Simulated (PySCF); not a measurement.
**A small calculation by hand: oscillator strength and radiative lifetime**

BeH₄OSSi, SMILES [SiH3][O][Be][SH].

Coordinates come from a PBE-D3(BJ)/def2-SVP optimisation. One conformer was computed; it need not be the lowest.

TDDFT-PBE0/def2-SVPD run with PySCF puts the first singlet state with f over 0.02 at 5.75 eV (vertical), with the transition dipole (0.297, 0.318, -0.308) in atomic units.

Q: Find the oscillator strength, the wavelength and the radiative lifetime that this transition would have in vacuum if emission retraced absorption.

A: 
|μ|² = 0.2842 au, so |μ| = 1.35 D. ΔE = 5.75/27.211 = 0.2113 hartree. f = (2/3) ΔE |μ|² = 0.040 (the program prints 0.040).
λ = 1239.84/5.75 = 216 nm; ν = 46377 cm⁻¹.
Einstein's coefficient A = 0.6670 ν² f s⁻¹ (ν in cm⁻¹) = 5.7e7 s⁻¹, so τ = 1/A = 17 ns. This state is S1. The figure is the radiative limit of this one transition; relaxation, internal conversion, crossing to triplets and a medium change what is measured.
